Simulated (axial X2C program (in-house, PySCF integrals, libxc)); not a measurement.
**What spin–orbit coupling does to HgH⁺**

All values were computed with an axial X2C code built on PySCF integrals. Spin-free means the one-electron spin-free X2C Hamiltonian; two-component (2c) means X2C with spin–orbit coupling and atomic mean-field two-electron Coulomb and Gaunt terms, so the difference of the two also holds small scalar two-electron terms. Basis: Hg dyall-cv3z [13s14p9d6f4g], H dyall-v3z [6s2p1d] (cores contracted in-house); Gaussian nuclei, density fitting, unrestricted open shells. Masses: Hg 201.971 u, H 1.008 u.

Spin-free state: M_S = 0, Λ = 0 (closed shell); fragments Hg+ + H.

| level | Re (Å) | ωe (cm⁻¹) | De (eV) | μ (D) |
| --- | --- | --- | --- | --- |
| PBE0 | 1.599 | 2038.1 | 2.624 | -0.39 |
| HF | 1.621 | 2049.7 | 1.287 | -1.34 |
| MP2 | 1.577 | 2113.1 | 2.487 | n/a |
| CCSD | 1.602 | 2015.9 | 2.568 | n/a |
| CCSD(T) | 1.604 | 1993.5 | 2.650 | n/a |
| M06 | 1.632 | 1932.5 | 2.580 | -0.45 |

Correlated methods: 12 electrons correlated (number of frozen shells: Hg 5 s, 4 p, 2 d, 1 f; H none), 220 virtual spin orbitals or spinors in MP2, 90 natural virtuals in coupled cluster.

Dipoles are positive if H is the positive end and refer to the centre of mass.

Two-component determinant lowest at the distance of the search:

Ω = 0 (closed shell); fragments Hg+ + H.

| level | Re (Å) | ωe (cm⁻¹) | De (eV) | μ (D) |
| --- | --- | --- | --- | --- |
| PBE0 | 1.597 | 2046.4 | 2.649 | -0.40 |
| HF | 1.618 | 2059.8 | 1.319 | -1.33 |
| MP2 | 1.575 | 2121.5 | 2.513 | n/a |
| CCSD | 1.599 | 2025.9 | 2.599 | n/a |
| CCSD(T) | 1.601 | 2003.9 | 2.673 | n/a |
| M06 | 1.630 | 1939.7 | 2.602 | -0.46 |

Question: From the two tables, how do the constants change at the CCSD(T) level (2c against spin-free)?

Answer: At the CCSD(T) level Re goes down by 0.003 Å and ωe increases by 10.4 cm⁻¹; De changes by 0.023 eV.

Occupations by symmetry block were frozen at the best pattern of an incomplete PBE0 search. Closed shells are restricted here (equal orbitals for both partners); the stretched side of such a curve lies too high. De is counted from the lowest determinant-based energies of the atoms at the same level, without counterpoise correction. CCSD and (T) use frozen natural virtuals with an MP2 correction for the truncation; (T) itself is uncorrected, so its De runs slightly low. The T1 diagnostic is large, a sign of multireference character.
